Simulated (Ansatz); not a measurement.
Compare A (`N=C[CH2][GeH3]`) with its isomer B (`C/N=[CH]\[GeH3]`).

Computed with Ansatz on PBE0-D4/def2-TZVP structures; ΔE is electronic, products minus reactants. CCSD(T)/CBS adds triple-zeta CCSD(T) − MP2 to the extrapolated MP2 energy (def2 sets, frozen cores). DFT in def2-TZVPP. B3LYP here is the variant with VWN-RPA as its local correlation; programs differ in this. For Ge outer-core shells are correlated without core-valence functions, which leaves a few kJ/mol of doubt a bond. Scalar relativity is left out up to krypton. One conformer a species, not always the lowest.

A:

```xyz
11

N    -0.002   -1.711    1.544
C    -0.330   -0.532    1.222
C    -0.747   -0.027   -0.112
Ge    0.732    0.950   -0.986
H    -0.081   -2.341    0.742
H    -0.276    0.224    2.013
H    -1.579    0.677   -0.019
H    -1.050   -0.845   -0.772
H     1.229    2.068   -0.056
H     1.879   -0.029   -1.275
H     0.225    1.565   -2.301
```

B:

Z-matrix (Å, degrees):
```
C
N 1 1.435
H 1 1.093 2 108.8
H 1 1.093 2 108.9 3 -116.0
H 1 1.100 2 114.7 3 122.0
C 2 1.261 1 120.3 3 -121.2
Ge 6 1.986 2 128.7 1 0.0
H 6 1.095 2 116.1 1 180.0
H 7 1.538 6 111.7 2 -61.6
H 7 1.538 6 111.7 2 60.3
H 7 1.537 6 106.6 2 179.4
```

Problem. Which is lower in electronic energy at CCSD(T)/CBS, and by how much? (Best estimate.)

Solution. Ansatz gave: A, by 49.2 kJ/mol.

Problem. Give E(B) − E(A) in kJ/mol with r2SCAN-D4, PBE0-D4, CCSD(T)/def2-TZVPP, PBE-D4, HF/def2-TZVPP, B3LYP-D4, ωB97M-V. (An estimate is asked.)

Solution. Ansatz gave: r2SCAN-D4 46.2, PBE0-D4 47.4, CCSD(T)/def2-TZVPP 48.4, PBE-D4 42.5, HF/def2-TZVPP 51.9, B3LYP-D4 43.6, ωB97M-V 48.7. None reverses the order clearly.

Largest T1 diagnostic: 0.012.

From PBE to PBE0 (25 % exact exchange), in def2-TZVPP and without D4, E(B) − E(A) moves by +4.8 kJ/mol.
